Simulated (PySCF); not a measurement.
Be(OMe)(OSiH3) (CH₆BeO₂Si), SMILES [O]([Be][O][SiH3])C. Atoms are numbered in the order given.

```xyz
11

Be     0.0000     0.0000     0.6085
O      0.0000     0.0000     2.0042
C      0.0000     0.0000     3.3845
H      0.8564    -0.5849     3.7927
H      0.0783     1.0341     3.7927
H     -0.9347    -0.4493     3.7927
O      0.0000     0.0000    -0.8175
Si     0.0000     0.0000    -2.4724
H     -1.0269     0.9679    -2.9996
H     -0.3247    -1.3733    -2.9996
H      1.3517     0.4054    -2.9996
```
Charge 0, spin multiplicity 1.

The structure is a stationary point at PBE-D3(BJ)/def2-SVP. Other conformers were not sampled.

Method: PBE-D3(BJ)/def2-SVP (PySCF).

Frequencies are harmonic and unscaled.

A small imaginary wavenumber (i) marks a very flat motion, where grid noise or a shallow saddle decides the sign.

Modes within 1.5 cm⁻¹ of each other (mostly degenerate sets) share a row, with their intensities summed.

```csv
mode,ν (cm⁻¹),IR (km/mol),moving atoms (share of kinetic energy)
1,17i,0.0,H 100 %
2–3,15,7.9,"O 35 %, H 24 %, C 23 %, Si 9 %, Be 9 %"
4–5,63,1.5,"O 80 %, H 12 %"
6–7,396,148.2,"Be 79 %, O 20 %"
8,429,0.6,"Si 38 %, C 26 %, O 23 %, H 11 %"
9–10,712,116.5,"H 84 %, Si 9 %"
11–12,918,149.2,H 96 %
13,937,32.3,"O 38 %, H 22 %, C 16 %, Be 15 %, Si 9 %"
14,971,546.6,"H 74 %, Si 18 %"
15–16,1152,0.0,"H 76 %, C 19 %"
17,1262,6.5,"O 64 %, C 23 %"
18–19,1423,3.4,H 97 %
20,1426,184.7,"H 82 %, C 16 %"
21,1701,1258.5,"Be 63 %, O 32 %"
22–23,2154,327.6,H 96 %
24,2156,76.3,H 99 %
25,2911,128.7,H 98 %
26–27,2985,87.9,"H 90 %, C 10 %"
```
